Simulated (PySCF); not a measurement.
Species: C7H8.
SMILES with atom numbers: `[CH:1]#[C:2][C:3]#[C:4][CH2:5][CH2:6][CH3:7]` (hydrogens: H8 on C1; H9, H10 on C5; H11, H12 on C6; H13, H14, H15 on C7)

Cartesian coordinates in Å at the GFN2-xTB level; atoms count from 1:
```
atom  x, y, z in Å
C1     4.197    0.074    0.388
C2     3.014   -0.082    0.550
C3     1.676   -0.252    0.722
C4     0.491   -0.408    0.884
C5    -0.938   -0.564    1.033
C6    -1.699    0.166   -0.082
C7    -1.398   -0.429   -1.452
H8     5.227    0.209    0.253
H9    -1.238   -0.166    2.008
H10   -1.185   -1.630    1.010
H11   -2.770    0.099    0.121
H12   -1.418    1.222   -0.075
H13   -0.332   -0.370   -1.664
H14   -1.697   -1.475   -1.490
H15   -1.935    0.110   -2.228
```

Computed, not measured: TDDFT PBE0/def2-SVPD, vertical, gas phase, core orbitals frozen in the response (PySCF 2.14.0, density-fitted response routines).

Transition dipole moments from the ground state, in atomic units and in the frame of the coordinates above (overall signs are arbitrary), for the states with f of 0.002 or more among the lowest 8:

| state | E (eV) | μx | μy | μz |
| --- | --- | --- | --- | --- |
| S4 | 6.818 | 0.203 | 0.025 | 0.028 |
| S5 | 6.834 | -0.670 | -0.031 | 0.004 |
| S7 | 7.396 | 1.866 | 0.077 | 0.041 |
| S8 | 7.461 | 0.167 | -0.140 | -0.067 |

Task: What oscillator strength does each state have?

Result: f = (2/3) ΔE |μ|² with ΔE in hartree (27.2114 eV).

```
state  |μ|² (au)  |μ| (D)      f
   S4      0.043     0.52  0.007
   S5      0.450     1.71  0.075
   S7      3.490     4.75  0.632
   S8      0.052     0.58  0.010
```

Task: What angle do the transition dipoles of S5 and S7 make?

Result: |cos θ| = |μa·μb| / (|μa| |μb|) = 1.00, so θ ≈ 2° (taken between 0 and 90°, since the signs are arbitrary).

Task: How is the summed strength of these states shared among x, y and z?

Result: (2/3) Σ ΔE μα² gives 0.718 for x, 0.005 for y and 0.001 for z, 0.724 in all.

Task: What peak molar absorption coefficient would the strongest computed level give as a lone Gaussian band 0.4 eV wide at half height?

Result: ε(max) = 2.175×10⁸ f / FWHM, with the width in cm⁻¹. S7: 2.175×10⁸ × 0.6325 / 3226 ≈ 43000 L mol⁻¹ cm⁻¹.

One conformer stands for the species.
